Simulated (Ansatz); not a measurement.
`C=C[SiH](Cl)C=C`, relaxed with RKS PBE0-D4/def2-TZVP in Ansatz from a PBE-D4/def2-SVP geometry. The force threshold is 0.005 eV/Å; the program also tests the step.

The species carries charge 0 and has multiplicity 1.

Start:

```xyz
13

C     0.817    1.476    1.651
C     0.579    0.228    1.197
Si    0.892   -0.284   -0.574
Cl    2.259   -1.873   -0.621
C    -0.688   -0.870   -1.393
C    -1.908   -0.612   -0.879
H     1.229    2.265    0.996
H     0.615    1.770    2.696
H     0.176   -0.526    1.898
H     1.522    0.861   -1.320
H    -0.619   -1.440   -2.338
H    -2.037   -0.049    0.063
H    -2.836   -0.945   -1.375
```

| step | energy (eV) | largest force (eV/Å) | largest move (Å) |
| --- | --- | --- | --- |
| 1 | -24652.4523 | 0.570 | 0.000 |
| 2 | -24652.5229 | 0.158 | 0.045 |
| 3 | -24652.5272 | 0.096 | 0.021 |
| 4 | -24652.5281 | 0.041 | 0.021 |
| 5 | -24652.5283 | 0.046 | 0.030 |
| 6 | -24652.5285 | 0.016 | 0.006 |
| 7 | -24652.5286 | 0.009 | 0.006 |
| 8 | -24652.5286 | 0.010 | 0.011 |
| 9 | -24652.5286 | 0.006 | 0.009 |
| 10 | -24652.5286 | 0.003 | 0.004 |

End:

```xyz
13

C     0.812    1.467    1.619
C     0.570    0.228    1.199
Si    0.874   -0.285   -0.553
Cl    2.196   -1.874   -0.594
C    -0.684   -0.831   -1.393
C    -1.889   -0.630   -0.868
H     1.208    2.228    0.953
H     0.630    1.778    2.645
H     0.181   -0.500    1.908
H     1.530    0.833   -1.278
H    -0.610   -1.330   -2.358
H    -2.020   -0.139    0.092
H    -2.799   -0.945   -1.372
```

Run time 17 s (2 threads of an AMD EPYC 7R13 on a shared host and a share of an NVIDIA H100 80 GB); peak host memory 0.93 GiB.
